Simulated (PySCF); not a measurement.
**Relaxation of quartet ReO₂**

All numbers come from PySCF, UPBE0, basis Re def2-TZVP with ECP60, O def2-TZVP (scalar-relativistic core potentials, no spin–orbit coupling, density fitting). A (50,194) grid was used.

A hand-made side-on start, of C2v symmetry, held to at least that symmetry:

Coordinates in bohr (charge 0 multiplicity 4):
```
Re    0.0000    0.0000   -0.5110
O     1.3228    0.0000    2.9866
O    -1.3228    0.0000    2.9866
```

(1) What does it relax to?

(2) How much energy is released, and in how many steps?

Answers

(1) It ends at C2v with O–O 1.419 Å, Re–O 1.878 Å (×2); O–O–Re 67.8° (×2), O–Re–O 44.4°. A frequency run shows a minimum. Other isomers or separated fragments may lie lower.

(2) 21.6 kJ/mol in 4 steps.

Other spin states or occupations of the open shell can lie lower. Spin–orbit coupling, left out here, can matter for elements this heavy.

The relaxation took roughly 40 core-seconds on a shared host.
